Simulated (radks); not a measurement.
Effect of the nuclear size on the cerium ion Ce3+, [Xe] 4f1. Calculated with a radial shooting solver on a logarithmic mesh with Libxc functionals: Dirac Kohn-Sham, BLYP, spin-unpolarised, spherical densities, finite nucleus; open shells are shared between the two j in proportion to 2j + 1; Fermi nuclear charge, rms radius 4.8771 fm. The rms radius is varied about that value; shifts are against it.

rms radius (fm)  total energy shift (eV)  density at nucleus (e/bohr^3)  1s1/2 shift (meV)  2s1/2 shift (meV)  4p1/2 shift (meV)  5s1/2 shift (meV)  5p1/2 shift (meV)  4f7/2 shift (meV)  6s1/2 (empty) shift (meV)
4.0041                             -3.43                      3.991e+05              -1430               -174              0.464              -1.40              0.117              0.279                     -0.284
4.4625                             -1.70                      3.902e+05               -705              -86.2              0.229             -0.690              0.058              0.138                     -0.140
4.8771                                 0                      3.831e+05              0.000              0.000              0.000              0.000              0.000              0.000                      0.000
5.2185                              1.49                      3.777e+05                618               75.5             -0.201              0.604             -0.051             -0.121                      0.123
5.3892                              2.26                      3.752e+05                939                115             -0.305              0.919             -0.077             -0.184                      0.187

Slopes of the eigenvalues against <r^2> in GHz/fm^2, as finite differences over the two radii next to the reference (eigenvalue slopes, not the field-shift constants of lines): 1s1/2 43700, 2s1/2 5340, 4p1/2 -14.2, 5s1/2 42.8, 5p1/2 -3.58, 4f7/2 -8.54, 6s1/2 (empty) 8.69.
